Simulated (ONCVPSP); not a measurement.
## Cu: ONCV pseudisation with PBE, scalar-relativistic reference atom.

ONCVPSP 4.0.1 input, shortened (lines: element, Z, core and valence counts, functional; n l f; lmax; l rc ep ncon nbas qcut; lloc lpopt rc5 dvloc0; l nproj debl; icmod fcfact rcfact), PBE, scalar-relativistic:

```
  Cu 29.00    3    4        4      upf
    1    0    2.00
    2    0    2.00
    2    1    6.00
    3    0    2.00
    3    1    6.00
    3    2   10.00
    4    0    0.50
    2
    0    0.95    0.00    4    8   12.20
    1    1.15    0.00    4    9   13.00
    2    0.95    0.00    4    9   16.60
    2    5    0.95    0.00
    0    3    3.30
    1    2    1.80
    2    0    3.10
    2    0.40    1.05
```

In the p channel the program set the typed energies aside and used -2.802, 0.250 Ha.

All-electron outer shells of the reference configuration (PBE, scalar-relativistic, ld1.x):

```
shell  level (eV)  outermost node (bohr)  outermost maximum (bohr)
   2p     -920.96                      –                      0.16
   3s     -118.78                   0.29                      0.61
   3p      -76.24                   0.26                      0.62
   3d       -9.13                      –                      0.60
   4s       -8.10                   0.89                      2.19
```

Question: Estimate the cutoffs (Ha) at which the residual kinetic energy of the hardest occupied pseudo-wave falls to 1 and 0.1 mHa per electron.

Answer: 106 Ha and 120 Ha.

Question: Does the potential have ghost states?

Answer: No bound ghost flagged; GHOST(+) flags only above 600 eV.

Question: Which valence shell sets the plane-wave cutoff?

Answer: 3d: 106 Ha for 1 mHa per electron, against 59 Ha for 3s.

Its largest configuration-test error is -7.1 meV (3s2 3p6 3d9 4s0). 1 of 4 tests not solved or not reliable.
